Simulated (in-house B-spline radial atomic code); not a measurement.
Results of a calculation; reference values are marked as such.
**Building a PAW s channel for Fe, r_c = 2.75 bohr**

Fe, [Ar] 3d6 4s2, non-relativistic PBE, spherical and spin-unpolarised, from an all-electron radial atomic-structure program (B-spline basis) (atomic units; all potentials screened as in the neutral atom).

Two all-electron partial waves φ1, φ2 are integrated outwards at E1 = ε(4s) = -0.191138 and E2 = E1 + 1 hartree; φ1 is the bound orbital and φ2 has unit norm inside r_c = 2.7456 bohr. Smooth partners are polynomials, r^1(a0 + a1 r² + a2 r⁴ + a3 r⁶), matched to φ and three derivatives at r_c, with no condition on the norm. The local potential is -2.35691 + (0.722099) r² + (-0.0962386) r⁴ + (0.00473788) r⁶ inside 2.3056 bohr and the all-electron one outside.

| wave | φ(r_c) | φ'(r_c) | a0 | a1 | a2 | a3 |
| --- | --- | --- | --- | --- | --- | --- |
| 1 | 0.6108913 | -0.08511346 | 0.3803849 | -0.01671581 | -0.001193742 | 8.394212e-05 |
| 2 | 0.3086513 | 1.683643 | -1.655683 | 0.3838958 | -0.02233472 | 0.0003346665 |

Inside r_c the overlaps are <φi φj> = [[0.46622, -0.52740], [-0.52740, 1.00000]] and, for the smooth waves, [[0.58363, -0.95066], [-0.95066, 2.48947]]. With χj = (Ej − T − V_local) applied to smooth wave j, the program's quadrature gives the matrix B_ij = <smooth i, χj> as [[0.27867, -1.22309], [-0.79982, 3.62042]].

Check the match of the first wave, and find the augmentation charges q_ij.

At r_c the four terms are 1.04438, -0.34597, -0.18625, 0.09873, which sum to 0.6109, φ1(r_c) to rounding. q_ij is the all-electron overlap less the smooth one: [[-0.11741, 0.42326], [0.42326, -1.48947]]. The smooth first wave has a norm of 0.5836 inside r_c against 0.4662, so q11 is negative and must stay small enough for the overlap operator to be positive.

B isn't symmetric. Show that D_ij = B_ij + Ej q_ij is.

Integrating by parts gives B12 − B21 = (E1 − E2) q12: -1.22309 − (-0.79982) = -0.42327, and −1 × (0.42326) = -0.42326. So D12 = -1.22309 + (0.808862)(0.42326) = -0.88073 and D21 = -0.79982 + (-0.191138)(0.42326) = -0.88073; D11 = 0.30111, D22 = 2.41564. The projectors, p = (B⁻¹)ᵀ χ, are dual to the smooth waves; det B = 0.031.

Solving (T + V_local + Σ p D p) ψ = E (1 + Σ p q p) ψ in a sphere of 9 bohr, whose wall lifts the free-atom level a little, gives these levels:

| all-electron | one projector | two projectors |
| --- | --- | --- |
| -0.190631 | -0.190631 | -0.190631 |
| 0.090987 | 0.088902 | 0.090982 |
| 0.436562 | 0.411590 | 0.436550 |
| 0.937702 | 0.764312 | 0.937696 |
| 1.586930 | 1.139460 | 1.586200 |

What does the second projector gain?

With one projector the errors are 0.00, -2.09, -24.97, -173.39 millihartree, and the level at 1.1395 is out of step with the all-electron series: an extra state, or one far too low, so the pairing ends there. With two the errors are 0.00, -0.01, -0.01, -0.01, -0.73 millihartree. The scattering is exact at E1 and at E2 = 0.809, and over all levels compared the largest error is 0.73 millihartree. The lowest eigenvalue of the overlap operator is 0.5846 with one and 0.05204 with two projectors, close enough to zero to make that set ill-conditioned. The smooth orbital alone needs a cutoff of 1.55 hartree for 1 millihartree of kinetic energy, against 3.92 for a norm-conserving Troullier-Martins orbital of the same radius; part of the gain comes from giving up the norm, part from the simpler form.
